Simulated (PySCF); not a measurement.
C3H7O2 (SMILES CC(O)[CH]O), doublet, geometry from GFN2-xTB, with bond 7-1 at 1.3 times its length; DF-B3LYP/6-31G** (PySCF).

PySCF was given this input:
```python
from pyscf import gto, scf, dft

mol = gto.Mole()
mol.atom = '''
    C     1.508192   -0.737960    0.432480
    C     0.572076    0.369729   -0.094773
    O    -0.131009    0.986991    0.973050
    C    -0.452953   -0.164371   -1.037365
    O    -1.707155   -0.427232   -0.577748
    H     2.259599   -0.317973    1.100306
    H     2.161544   -1.364021   -0.650623
    H     0.928161   -1.482086    0.973453
    H     1.194007    1.118861   -0.617496
    H     0.505097    1.288143    1.628000
    H    -0.168187   -0.712047   -1.914911
    H    -1.788029    0.042183    0.266857
'''
mol.basis = '6-31g**'
mol.charge = 0
mol.spin = 1
mol.verbose = 4
mol.build()

mf = dft.UKS(mol)
mf.xc = 'b3lyp'
mf.diis = False
mf.max_cycle = 100
mf = mf.density_fit(auxbasis='def2-universal-jkfit')
mf.kernel()
mf.analyze()
```

Problem. Write the output that PySCF gives for this input, abridged.

Solution. 
```
PySCF version 2.14.0

[INPUT] verbose = 4
[INPUT] num. atoms = 12
[INPUT] num. electrons = 41
[INPUT] charge = 0
[INPUT] spin (= nelec alpha-beta = 2S) = 1
[INPUT] symmetry False subgroup None
[INPUT] Mole.unit = angstrom
[INPUT] Symbol           X                Y                Z      unit          X                Y                Z       unit  Magmom
[...]
nuclear repulsion = 186.085574660802
number of shells = 51
number of NR pGTOs = 184
number of NR cGTOs = 105
basis = 6-31g**
ecp = {}

******** <class 'pyscf.df.df_jk.DFUKS'> ********
method = DFUKS
initial guess = minao
damping factor = 0
level_shift factor = 0
DIIS disabled
SCF conv_tol = 1e-09
SCF conv_tol_grad = None
SCF max_cycles = 100
direct_scf = False
number electrons alpha = 21  beta = 20
XC library pyscf.dft.libxc version 7.1.2
    S. Lehtola, C. Steigemann, M. J. T. Oliveira, and M. A. L. Marques,  SoftwareX 7, 1–5 (2018)
XC functionals = b3lyp
    P. J. Stephens, F. J. Devlin, C. F. Chabalowski, and M. J. Frisch,  J. Phys. Chem. 98, 11623 (1994)
radial grids:
    Treutler-Ahlrichs [JCP 102, 346 (1995); DOI:10.1063/1.469408] (M4) radial grids

becke partition: Becke, JCP 88, 2547 (1988); DOI:10.1063/1.454033
pruning grids: <function nwchem_prune>
grids dens level: 3
symmetrized grids: False
atomic radii adjust function: <function treutler_atomic_radii_adjust>
small_rho_cutoff = 0
Set gradient conv threshold to 3.16228e-05
tot grids = 139176
******** <class 'pyscf.df.df.DF'> ********
auxbasis = def2-universal-jkfit
init E= -269.225035010004

cycle= 1 E= -268.742735159413  delta_E= 0.482  |g|= 0.589  |ddm|= 2.18
cycle= 2 E= -268.567382281486  delta_E= 0.175  |g|= 0.901  |ddm|= 1.14
cycle= 3 E= -268.206567060685  delta_E= 0.361  |g|= 1.35  |ddm|= 1.54
cycle= 4 E= -265.54071728497  delta_E= 2.67  |g|= 2.57  |ddm|= 4.99
cycle= 5 E= -257.673316413126  delta_E= 7.87  |g|= 4.29  |ddm|= 6.41
cycle= 6 E= -206.466950880349  delta_E= 51.2  |g|= 7.13  |ddm|= 17.3

cycle= 7 E= -184.51171661882  delta_E=   22  |g|= 8.71  |ddm|= 18.4

cycle= 8 E= -164.152660302677  delta_E= 20.4  |g|= 9.49  |ddm|= 14.3

cycle= 9 E= -148.464274856716  delta_E= 15.7  |g|= 8.53  |ddm|= 14.6

cycle= 10 E= -139.12358024188  delta_E= 9.34  |g|= 10.2  |ddm|= 14.5

cycle= 11 E= -152.300359554555  delta_E= -13.2  |g|= 8.53  |ddm|= 14.5

cycle= 12 E= -137.583002974331  delta_E= 14.7  |g|= 10.3  |ddm|= 14.9

cycle= 13 E= -153.392461674086  delta_E= -15.8  |g|= 8.45  |ddm|= 14.9

cycle= 14 E= -137.192842405391  delta_E= 16.2  |g|= 10.3  |ddm|= 15.1

cycle= 15 E= -153.657730936545  delta_E= -16.5  |g|= 8.43  |ddm|= 15.1

cycle= 16 E= -137.100991845073  delta_E= 16.6  |g|= 10.3  |ddm|= 15.2

cycle= 17 E= -153.719965759482  delta_E= -16.6  |g|= 8.42  |ddm|= 15.2

cycle= 18 E= -137.07970606427  delta_E= 16.6  |g|= 10.3  |ddm|= 15.2

cycle= 19 E= -153.734405927218  delta_E= -16.7  |g|= 8.42  |ddm|= 15.2

cycle= 20 E= -137.074787270579  delta_E= 16.7  |g|= 10.3  |ddm|= 15.2

cycle= 21 E= -153.737746725979  delta_E= -16.7  |g|= 8.42  |ddm|= 15.2

cycle= 22 E= -137.073650472158  delta_E= 16.7  |g|= 10.3  |ddm|= 15.2

cycle= 23 E= -153.738519122879  delta_E= -16.7  |g|= 8.42  |ddm|= 15.2

cycle= 24 E= -137.073387714331  delta_E= 16.7  |g|= 10.3  |ddm|= 15.2

cycle= 25 E= -153.738697672354  delta_E= -16.7  |g|= 8.42  |ddm|= 15.2

cycle= 26 E= -137.073326978728  delta_E= 16.7  |g|= 10.3  |ddm|= 15.2

cycle= 27 E= -153.73873894466  delta_E= -16.7  |g|= 8.42  |ddm|= 15.2

cycle= 28 E= -137.073312939739  delta_E= 16.7  |g|= 10.3  |ddm|= 15.2

cycle= 29 E= -153.738748484797  delta_E= -16.7  |g|= 8.42  |ddm|= 15.2

cycle= 30 E= -137.073309694631  delta_E= 16.7  |g|= 10.3  |ddm|= 15.2

cycle= 31 E= -153.738750689998  delta_E= -16.7  |g|= 8.42  |ddm|= 15.2

cycle= 32 E= -137.073308944521  delta_E= 16.7  |g|= 10.3  |ddm|= 15.2

cycle= 33 E= -153.738751199732  delta_E= -16.7  |g|= 8.42  |ddm|= 15.2

cycle= 34 E= -137.073308771131  delta_E= 16.7  |g|= 10.3  |ddm|= 15.2

cycle= 35 E= -153.738751317558  delta_E= -16.7  |g|= 8.42  |ddm|= 15.2

cycle= 36 E= -137.073308731052  delta_E= 16.7  |g|= 10.3  |ddm|= 15.2

cycle= 37 E= -153.738751344793  delta_E= -16.7  |g|= 8.42  |ddm|= 15.2

cycle= 38 E= -137.073308721791  delta_E= 16.7  |g|= 10.3  |ddm|= 15.2

cycle= 39 E= -153.738751351091  delta_E= -16.7  |g|= 8.42  |ddm|= 15.2

cycle= 40 E= -137.073308719653  delta_E= 16.7  |g|= 10.3  |ddm|= 15.2

cycle= 41 E= -153.738751352543  delta_E= -16.7  |g|= 8.42  |ddm|= 15.2

cycle= 42 E= -137.073308719156  delta_E= 16.7  |g|= 10.3  |ddm|= 15.2

cycle= 43 E= -153.738751352879  delta_E= -16.7  |g|= 8.42  |ddm|= 15.2

cycle= 44 E= -137.073308719039  delta_E= 16.7  |g|= 10.3  |ddm|= 15.2

cycle= 45 E= -153.738751352957  delta_E= -16.7  |g|= 8.42  |ddm|= 15.2

cycle= 46 E= -137.073308719013  delta_E= 16.7  |g|= 10.3  |ddm|= 15.2

cycle= 47 E= -153.738751352976  delta_E= -16.7  |g|= 8.42  |ddm|= 15.2

cycle= 48 E= -137.073308719008  delta_E= 16.7  |g|= 10.3  |ddm|= 15.2

cycle= 49 E= -153.73875135298  delta_E= -16.7  |g|= 8.42  |ddm|= 15.2

cycle= 50 E= -137.073308719006  delta_E= 16.7  |g|= 10.3  |ddm|= 15.2

cycle= 51 E= -153.738751352981  delta_E= -16.7  |g|= 8.42  |ddm|= 15.2

cycle= 52 E= -137.073308719006  delta_E= 16.7  |g|= 10.3  |ddm|= 15.2

cycle= 53 E= -153.738751352981  delta_E= -16.7  |g|= 8.42  |ddm|= 15.2

cycle= 54 E= -137.073308719007  delta_E= 16.7  |g|= 10.3  |ddm|= 15.2

cycle= 55 E= -153.738751352981  delta_E= -16.7  |g|= 8.42  |ddm|= 15.2

cycle= 56 E= -137.073308719008  delta_E= 16.7  |g|= 10.3  |ddm|= 15.2

cycle= 57 E= -153.738751352981  delta_E= -16.7  |g|= 8.42  |ddm|= 15.2

cycle= 58 E= -137.073308719005  delta_E= 16.7  |g|= 10.3  |ddm|= 15.2

cycle= 59 E= -153.738751352981  delta_E= -16.7  |g|= 8.42  |ddm|= 15.2

cycle= 60 E= -137.073308719006  delta_E= 16.7  |g|= 10.3  |ddm|= 15.2

cycle= 61 E= -153.73875135298  delta_E= -16.7  |g|= 8.42  |ddm|= 15.2

cycle= 62 E= -137.073308719006  delta_E= 16.7  |g|= 10.3  |ddm|= 15.2

[...]

cycle= 100 E= -137.073308719007  delta_E= 16.7  |g|= 10.3  |ddm|= 15.2
SCF not converged.
SCF energy = -137.073308719007 after 100 cycles  <S^2> = 0.75000436  2S+1 = 2.0000044
**** SCF Summaries ****
Total Energy =                        -137.073308719006917
Nuclear Repulsion Energy =             186.085574660801939
One-electron Energy =                 -677.830908161271054
Two-electron Energy =                  354.672024781462198
Two-electron Coulomb Energy =          394.691302840683079
DFT Exchange-Correlation Energy =      -40.019278059220859
**** MO energy ****
                             alpha | beta                alpha | beta
[...]
To work with the spin densities directly, `use mulliken_meta_spin()` only printing them here.

 ** Mulliken spin pop alpha/beta on meta-lowdin orthogonal AOs **
 ** Mulliken Spin Density (per AO)  **
spin_pop of  0 C 1s        0.00000
spin_pop of  0 C 2s        0.01519
spin_pop of  0 C 3s        0.12040
spin_pop of  0 C 2px       0.00050
spin_pop of  0 C 2py       0.00294
spin_pop of  0 C 2pz       0.00254
spin_pop of  0 C 3px       0.00143
spin_pop of  0 C 3py       0.00701
spin_pop of  0 C 3pz       0.00309
spin_pop of  0 C 3dxy      0.00616
spin_pop of  0 C 3dyz      0.00405
spin_pop of  0 C 3dz^2    -0.00054
spin_pop of  0 C 3dxz      0.07538
spin_pop of  0 C 3dx2-y2   -0.00001
spin_pop of  1 C 1s        0.00011
spin_pop of  1 C 2s        0.06410
spin_pop of  1 C 3s        0.02323
spin_pop of  1 C 2px       0.09176
spin_pop of  1 C 2py       0.00201
spin_pop of  1 C 2pz       0.00060
spin_pop of  1 C 3px       0.14250
spin_pop of  1 C 3py       0.00335
spin_pop of  1 C 3pz       0.00589
spin_pop of  1 C 3dxy      0.00297
spin_pop of  1 C 3dyz      0.00093
spin_pop of  1 C 3dz^2     0.00750
spin_pop of  1 C 3dxz      0.00054
spin_pop of  1 C 3dx2-y2    0.02949
spin_pop of  2 O 1s        0.00000
spin_pop of  2 O 2s        0.00248
spin_pop of  2 O 3s        0.00033
spin_pop of  2 O 2px       0.01222
spin_pop of  2 O 2py       0.00255
spin_pop of  2 O 2pz       0.00078
spin_pop of  2 O 3px       0.00140
spin_pop of  2 O 3py      -0.00000
spin_pop of  2 O 3pz       0.00019
spin_pop of  2 O 3dxy      0.00040
spin_pop of  2 O 3dyz      0.00021
spin_pop of  2 O 3dz^2     0.00066
spin_pop of  2 O 3dxz      0.00013
spin_pop of  2 O 3dx2-y2    0.00111
spin_pop of  3 C 1s       -0.00002
spin_pop of  3 C 2s        0.00042
spin_pop of  3 C 3s        0.00001
spin_pop of  3 C 2px       0.00943
spin_pop of  3 C 2py       0.00056
spin_pop of  3 C 2pz       0.00099
spin_pop of  3 C 3px       0.00089
spin_pop of  3 C 3py       0.00108
spin_pop of  3 C 3pz       0.00004
spin_pop of  3 C 3dxy      0.00012
spin_pop of  3 C 3dyz      0.00012
spin_pop of  3 C 3dz^2     0.00039
spin_pop of  3 C 3dxz      0.00005
spin_pop of  3 C 3dx2-y2    0.00008
spin_pop of  4 O 1s       -0.00000
spin_pop of  4 O 2s        0.00004
spin_pop of  4 O 3s        0.00001
spin_pop of  4 O 2px       0.00000
spin_pop of  4 O 2py       0.00001
spin_pop of  4 O 2pz       0.00004
spin_pop of  4 O 3px       0.00006
spin_pop of  4 O 3py       0.00012
spin_pop of  4 O 3pz       0.00005
spin_pop of  4 O 3dxy      0.00004
spin_pop of  4 O 3dyz      0.00001
spin_pop of  4 O 3dz^2     0.00002
spin_pop of  4 O 3dxz      0.00002
spin_pop of  4 O 3dx2-y2    0.00000
spin_pop of  5 H 1s        0.00099
spin_pop of  5 H 2s        0.03524
spin_pop of  5 H 2px       0.00220
spin_pop of  5 H 2py       0.00011
spin_pop of  5 H 2pz       0.00014
spin_pop of  6 H 1s        0.00122
spin_pop of  6 H 2s        0.01484
spin_pop of  6 H 2px       0.00013
spin_pop of  6 H 2py       0.00045
spin_pop of  6 H 2pz       0.00155
spin_pop of  7 H 1s        0.02833
spin_pop of  7 H 2s        0.00484
spin_pop of  7 H 2px       0.00021
spin_pop of  7 H 2py       0.00329
spin_pop of  7 H 2pz       0.00009
spin_pop of  8 H 1s        0.22978
spin_pop of  8 H 2s        0.00017
spin_pop of  8 H 2px       0.00128
spin_pop of  8 H 2py       0.00363
spin_pop of  8 H 2pz       0.00275
spin_pop of  9 H 1s        0.01576
spin_pop of  9 H 2s        0.00161
spin_pop of  9 H 2px       0.00023
spin_pop of  9 H 2py       0.00014
spin_pop of  9 H 2pz       0.00014
spin_pop of  10 H 1s        0.00034
spin_pop of  10 H 2s        0.00023
spin_pop of  10 H 2px       0.00000
spin_pop of  10 H 2py       0.00000
spin_pop of  10 H 2pz       0.00005
spin_pop of  11 H 1s        0.00002
spin_pop of  11 H 2s        0.00004
spin_pop of  11 H 2px      -0.00000
spin_pop of  11 H 2py       0.00000
spin_pop of  11 H 2pz       0.00000
 ** Mulliken Spin Density (per atom)  **
spin density of  0 C =      0.23816
spin density of  1 C =      0.37498
spin density of  2 O =      0.02246
spin density of  3 C =      0.01416
spin density of  4 O =      0.00042
spin density of  5 H =      0.03868
spin density of  6 H =      0.01820
spin density of  7 H =      0.03677
spin density of  8 H =      0.23761
spin density of  9 H =      0.01788
spin density of  10 H =      0.00062
spin density of  11 H =      0.00006
 ** Mulliken pop alpha/beta on meta-lowdin orthogonal AOs **
 ** Mulliken pop       alpha | beta **
In total            21.00000 | 20.00000
 ** Mulliken atomic charges   ( Nelec_alpha | Nelec_beta ) **
charge of  0C =    -13.53779  (     9.88797      9.64982 )
charge of  1C =     -2.47136  (     4.42317      4.04819 )
charge of  2O =      5.89560  (     1.06343      1.04097 )
charge of  3C =      3.91166  (     1.05125      1.03709 )
charge of  4O =      5.99746  (     1.00148      1.00106 )
charge of  5H =     -1.45466  (     1.24667      1.20799 )
charge of  6H =     -0.81834  (     0.91827      0.90007 )
charge of  7H =     -0.95077  (     0.99377      0.95700 )
charge of  8H =      0.47641  (     0.38060      0.14299 )
charge of  9H =      0.95729  (     0.03029      0.01241 )
charge of  10H =      0.99557  (     0.00253      0.00190 )
charge of  11H =      0.99891  (     0.00058      0.00051 )
Dipole moment(X, Y, Z, Debye): -214.16042, 77.56720, -49.38885
```

The run did not converge; its last values are not results.
